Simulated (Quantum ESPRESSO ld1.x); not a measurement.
The numbers below are computed, except where a source is named.
Species: Tb0.6+. Configuration: [Ne] 3s2 3p5.4 3d10 4s2 4p6 4d10 4f9 5s2 5p6 6s2 (fractional occupations, a model configuration).

Code: ld1.x of Quantum ESPRESSO 7.5. Model: scalar-relativistic Kohn-Sham, LDA (Slater exchange, VWN5 correlation), spin-unpolarised, spherical densities, point nucleus.

Energy parts (eV):
| part | energy |
|---|---|
| total | -317434.0 |
| kinetic | 341628.2 |
| electron-nucleus | -775149.7 |
| Hartree | 122796.9 |
| exchange-correlation | -6709.5 |

Orbitals (lengths in bohr, moments of r in powers of bohr):
[
 {"orbital": "1s", "occ.": "2", "eigenvalue (eV)": "-51862.1", "<r>": "0.02152", "<1/r>": "73.06"},
 {"orbital": "2s", "occ.": "2", "eigenvalue (eV)": "-8628.86", "<r>": "0.09152", "<1/r>": "16.97"},
 {"orbital": "2p", "occ.": "6", "eigenvalue (eV)": "-7676.16", "<r>": "0.08087", "<1/r>": "15.81"},
 {"orbital": "3s", "occ.": "2", "eigenvalue (eV)": "-1931.43", "<r>": "0.2390", "<1/r>": "6.248"},
 {"orbital": "3p", "occ.": "5.4", "eigenvalue (eV)": "-1637.46", "<r>": "0.2375", "<1/r>": "5.870"},
 {"orbital": "3d", "occ.": "10", "eigenvalue (eV)": "-1254.97", "<r>": "0.2157", "<1/r>": "5.572"},
 {"orbital": "4s", "occ.": "2", "eigenvalue (eV)": "-388.947", "<r>": "0.5389", "<1/r>": "2.645"},
 {"orbital": "4p", "occ.": "6", "eigenvalue (eV)": "-291.591", "<r>": "0.5703", "<1/r>": "2.430"},
 {"orbital": "4d", "occ.": "10", "eigenvalue (eV)": "-158.009", "<r>": "0.6176", "<1/r>": "2.147"},
 {"orbital": "5s", "occ.": "2", "eigenvalue (eV)": "-54.8840", "<r>": "1.309", "<1/r>": "1.014"},
 {"orbital": "5p", "occ.": "6", "eigenvalue (eV)": "-31.6587", "<r>": "1.539", "<1/r>": "0.8496"},
 {"orbital": "4f", "occ.": "9", "eigenvalue (eV)": "-12.6938", "<r>": "0.8335", "<1/r>": "1.588"},
 {"orbital": "6s", "occ.": "2", "eigenvalue (eV)": "-7.6667", "<r>": "3.679", "<1/r>": "0.3419"}
]

The highest occupied level is 6s at -7.667 eV. Summed over all electrons, <r^2> = 67.23 bohr^2, which gives a Langevin (diamagnetic) susceptibility term of -53.2 x 10^-6 cm^3/mol.
